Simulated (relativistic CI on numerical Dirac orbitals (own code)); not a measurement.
## Sb IV: what numerical and physical settings do to a radial Dirac CI calculation

Reference input:

```
atom Sb  Z=51  charge=3  electrons=48
nucleus A=121  rms_radius_fm=4.6802
hamiltonian dirac-coulomb  breit=on  qed=on  c_scale=1
orbitals kli  potential=per-configuration
slater_scale 1
correlation none
mixing on
grid step=0.0125 r_max=50.3
scf mixing=0.4 start=green max_iterations=150 tolerance=2e-08 node_fill=0.05
configurations
  [Kr] 4d10 5s2
  [Kr] 4d10 5s 5p
end
```

Computed lowest total energy -6470.87626 Ha, first excitation 52869.6 cm⁻¹, 22 SCF steps. Runs with settings changed; * marks those that are bad on purpose (the QED terms keep the true α when c is scaled):

| Changed | Outcome | Lowest level | ΔE (Ha) | First excitation (cm⁻¹) | SCF steps | Message |
| --- | --- | --- | --- | --- | --- | --- |
| SCF mixing 0.2, SCF tolerance 1e-06, end of the grid at 150.9 bohr | converged | 5s² ¹S0 | -1.14e-09 | 52869.6 | 23 |  |
| SCF mixing 0.9, node fill of the KLI weights 0.5 | converged | 5s² ¹S0 | 0.0499 | 52919.3 | 21 |  |
| speed of light × 1.25, grid step 0.008, SCF mixing 0.9 | converged | 5s² ¹S0 | 60.7 | 51231.7 | 20 |  |
| nuclear radius 6.0843 fm | converged | 5s² ¹S0 | 0.112 | 52862.9 | 22 |  |
| node fill of the KLI weights 50 * | converged | 5s² ¹S0 | 0.976 | 54888.4 | 26 |  |
| charge 5 * | refused |  |  |  | 0 | configuration [Kr] 4d10 5s2 has 48 electrons, the ion has 46 |

With so few configurations and no correlation, terms lie too far apart (by 10 to 50 % near neutrality), their order can be wrong, and levels of other configurations are missing.
